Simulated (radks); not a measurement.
Values are calculated unless marked as measured or tabulated.
Valence configurations of the dysprosium ion Dy2+ (all share [Xe]). Level of theory: scalar-relativistic Kohn-Sham, r2SCAN, spin-polarised, spherical densities, finite nucleus; open shells are filled with parallel spins first (spin-orbit coupling, left out, can overturn this in heavy ions); meta-GGA in the generalised Kohn-Sham scheme; Fermi nuclear charge, rms radius 5.2218 fm (a radial shooting solver on a logarithmic mesh with Libxc functionals). Energies are relative to 4f10; eigenvalues in eV for spin up.

valence          E (eV)  moment (Bohr magnetons)    e(4f)    e(5d)    e(6p)    e(6s)
4f10              0.000                        4  -18.395        -        -        -
4f9.5 6s0.5       0.825                        5  -22.982        -        -  -15.691
4f9 5d1           2.652                        6  -25.128  -15.459        -        -
4f9 6s1           2.797                        6  -27.908        -        -  -17.207
4f9.5 6p0.5       3.029                        5  -23.619        -  -11.504        -
4f9 6s0.5 6p0.5   5.268                        6  -28.547        -  -12.581  -17.379
4f8.5 6s1.5       7.352                        6  -33.315        -        -  -18.055
4f9 6p1           7.619                        6  -29.171        -  -12.872        -
4f8 6s2          13.415                        6  -38.950        -        -  -18.793
4f7 6s2 6p1      36.743                        8  -52.131        -  -15.655  -21.724

NIST lists [Xe] 4f10 as the ground configuration; this level of theory agrees among the configurations tried. The energies are those of spherical high-spin densities, not of single terms.
